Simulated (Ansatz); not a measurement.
## Which level was it?

[SiCl3]+ has 4 atoms, charge +1, and is taken as a singlet. As SMILES, `Cl[Si+](Cl)Cl`. The shape is that of a PBE0-D4/def2-TZVP optimisation.

```xyz
4

Cl   -1.5560   -0.6223    0.9909
Si    0.0000   -0.0001   -0.0001
Cl    1.7720   -0.6696    0.4495
Cl   -0.2160    1.2920   -1.4403
```

A calculation with Ansatz 0.2.0 gave:

```
total energy  : -1669.3438 Eh
HOMO energy   : -15.48 eV
LUMO energy   : -8.40 eV
HOMO–LUMO gap : 7.08 eV
```

Question: Which of these levels gave the numbers?
A. PBE/aug-cc-pVDZ
B. PBE0/aug-cc-pVDZ
C. wB97X/aug-cc-pVDZ
D. CAM-B3LYP/aug-cc-pVDZ

Answer: B. The others give -1669.2061 Eh (PBE/aug-cc-pVDZ), -1669.9536 Eh (CAM-B3LYP/aug-cc-pVDZ), -1669.8985 Eh (wB97X/aug-cc-pVDZ).
